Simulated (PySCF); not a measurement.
Te(NH2)(GeH3) (GeH5NTe), SMILES N[Te][GeH3].

Geometry: PBE-D3(BJ)/def2-SVP. This is a generated structure with no PubChem entry under its InChIKey; it may be hypothetical. The def2 effective core potentials stand for the cores of Te; spin–orbit coupling is left out. One conformer was computed; it need not be the lowest.

The numbers are results of PBE/def2-TZVPD (PySCF), not measurements.

Symmetry labels are those of the subgroup Cs that the program uses (full group Cs).

Question: List the valence orbital energies around the gap with their symmetry. (The exact figures need the calculation; the answer reports its results.)

Answer: 
```tsv
orbital	symmetry	energy (eV)
HOMO−7	A'	-13.23
HOMO−6	A"	-11.74
HOMO−5	A'	-9.35
HOMO−4	A"	-8.42
HOMO−3	A'	-8.31
HOMO−2	A'	-7.85
HOMO−1	A'	-6.13
HOMO	A"	-5.25
LUMO	A'	-2.41
LUMO+1	A'	-1.40
LUMO+2	A'	-0.53
LUMO+3	A'	0.13
```
